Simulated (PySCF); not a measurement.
1,1,2-trifluorobuta-1,3-diene, C4H3F3.
Numbering: `[CH2:1]=[CH:2][C:3]([F:4])=[C:5]([F:6])[F:7]` (hydrogens: H8, H9 on C1; H10 on C2)

Cartesian coordinates in Å at the PBE0-D3(BJ)/def2-SVP level; atoms count from 1:
```
atom  x, y, z in Å
C1     1.7587    0.6314    0.4023
C2     0.6612   -0.0993    0.6352
C3    -0.5832    0.0901   -0.0750
F4    -0.6248    1.0405   -1.0104
C5    -1.7007   -0.6208    0.1362
F6    -2.8187   -0.4447   -0.5122
F7    -1.7841   -1.5772    1.0276
H8     2.6777    0.4519    0.9626
H9     1.7622    1.4224   -0.3511
H10    0.6606   -0.8902    1.3898
```

Linear response at CAM-B3LYP/def2-SVPD (PySCF, frozen core in the response, non-relativistic).

Static isotropic polarisability: 56.21 au (8.33 Å³), principal values 34.2, 46.7, 87.7 au.

(1) What is the polarisability at 1064 nm and at the sodium D line?

(2) What is the isotropic C6 coefficient between two such molecules, C6 = (3/π)∫α(iω)² dω?

(3) Which effective excitation energy ω̄ makes London's formula C6 = (3/4)α²ω̄ exact here?

(4) How anisotropic is the static polarisability, by Δα² = ½[(α1 − α2)² + (α2 − α3)² + (α3 − α1)²]?

(5) What molar refraction at the D line follows from R = (4π/3)·N_A·α′, with α′ the polarisability volume?

(6) What three-body coefficient follows from the one-pole estimate C9 = (3/4)·α·C6?

(7) The lowest 6 singlets have (eV, f): 5.83, 0.654; 6.18, 0.000; 6.97, 0.005; 7.41, 0.030; 7.64, 0.064; 7.86, 0.007. What share of the static polarisability do they carry in the sum over states α = Σ f/ω²?

(8) What does −C6/R⁶ come to at R = 10 Å between centres?

## Answers

(1) 57.03 au at 1064 nm (+1.5 %), 59.11 au at 589.3 nm (+5.2 %). The rise at 589.3 nm is 3.52 times that at 1064 nm; a pure ω² law gives 3.26. The lowest singlet lies at 213 nm, shorter than both wavelengths.

(2) 1240 au (Eh·bohr⁶) by a ten-point quadrature over imaginary frequencies, which is 741 eV·Å⁶ or 71.5 J·nm⁶/mol.

(3) ω̄ = 4·C6/(3α²) = 0.523 Eh = 14.2 eV. A one-pole form α(ω) = α/(1 − ω²/ω̄²) fitted to the 1064 nm value gives 9.7 eV. London's choice of the ionisation energy (9.16 eV, ΔSCF at the same level) gives C6 = 797 au, 36 % too low.

(4) Δα = 48.5 au, or 0.86 of the isotropic value.

(5) α′ = 8.76 Å³ gives R = 22.10 cm³/mol, for isolated, non-vibrating species.

(6) 52300 au. This is an estimate from the two numbers above, not a computed integral.

(7) 15.64 au, 27.8 % of α; the largest term, 14.24 au, is that of the state at 5.83 eV. Their oscillator strengths add up to 0.76. Higher states carry the rest.

(8) -71 J/mol. This is the leading, orientation-averaged term; C8 and higher terms are left out.

One conformer stands for the species.
